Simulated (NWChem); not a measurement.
Species: C2H4F2OSi; SMILES C[Si](F)(F)C=O

```xyz
10

C     -1.8012     0.5912     0.0000
Si     0.0433     0.4184     0.0000
F      0.7017     1.1239     1.2900
F      0.7017     1.1239    -1.2900
C      0.5966    -1.4202     0.0000
O     -0.2429    -2.3033     0.0000
H     -2.2322     0.1113    -0.8850
H     -2.0969     1.6456     0.0000
H     -2.2322     0.1113     0.8850
H      1.6811    -1.6881     0.0000
```
Atoms are numbered in this order, from 1.

Program: NWChem. Pople sets run with spherical d functions. Geometry: optimised at B3LYP/6-31G* (spherical d). Atomic charges in e: unrestrained fits to the electrostatic potential beside Mulliken populations; buried atoms are poorly determined by the fit.

For level B3LYP/def2-SVP:

```
Property      Value
------------  -----
ESP C1        -0.37
Mulliken C1   -0.27
ESP Si2        0.90
Mulliken Si2   0.91
Mulliken F3   -0.32
Mulliken F4   -0.32
```

What are these values for level Hartree-Fock/6-31G*?


- ESP C1 = -0.48
- Mulliken C1 = -0.84
- ESP Si2 = 1.08
- Mulliken Si2 = 1.51
- Mulliken F3 = -0.52
- Mulliken F4 = -0.52
